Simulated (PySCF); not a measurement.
## Orbital picture of HgC⁺

PBE at R = 2.181 Å; Hg def2-SVP with ECP60, C def2-SVP; scalar-relativistic core potentials (PySCF 2.14). State: ²Π (doublet), unpaired electrons π ↑. Only the outer orbitals are listed, counted within each symmetry, core potentials removing the inner ones.

```csv
spin,orbital,occ.,ε (eV),on Hg (%),main shells (%)
α,4σ,1,-22.59,22,"73 C s, 16 Hg d"
α,2π,1,-18.57,98,98 Hg d
α,2π,1,-18.52,97,97 Hg d
α,5σ,1,-18.17,79,"78 Hg d, 18 C s"
α,1δ,1,-18.06,100,100 Hg d
α,1δ,1,-18.05,99,99 Hg d
α,6σ,1,-14.61,61,"58 Hg s, 32 C p"
α,3π,1,-13.22,6,94 C p
α,3π,0,-12.66,6,94 C p
α,7σ,0,-11.11,50,"51 C p, 37 Hg s, 10 Hg p"
α,4π,0,-6.28,97,97 Hg p
β,4σ,1,-21.62,35,"60 C s, 26 Hg d"
β,2π,1,-18.58,98,98 Hg d
β,2π,1,-18.45,99,99 Hg d
β,1δ,1,-18.07,99,99 Hg d
β,1δ,1,-18.06,100,100 Hg d
β,5σ,1,-17.84,72,"69 Hg d, 27 C s"
β,6σ,1,-14.33,63,"62 Hg s, 26 C p, 11 C s"
β,3π,0,-12.12,7,93 C p
β,7σ,0,-10.79,45,"56 C p, 30 Hg s, 12 Hg p"
β,3π,0,-10.55,10,"90 C p, 8 Hg p"
```

Q: Which are the highest filled and the lowest empty level, where do they sit, and how wide is the gap?

A: Highest filled α 3π at -13.22 eV (in %: 94 C p); lowest empty α 3π at -12.66 eV (in %: 94 C p); the gap at PBE is 0.56 eV. Both belong to one degenerate shell, split only by its one-sided filling, so this is no excitation gap.

The bond order (Mayer) is 1.14 and the ⟨S²⟩ is 0.757. The charge on Hg (Mulliken, basis-dependent) is 0.71 and the charge on Hg (Löwdin, basis-dependent) is 0.63. The dipole moment (positive dipole points towards C; it is taken about the centre of mass and depends on that origin) is 1.51 D and the polarisability along the bond is 54.2 bohr³. The polarisability across the bond is 23.0 bohr³.

Spin–orbit coupling is left out. The state was picked by a PBE0 search and need not be the measured ground state.
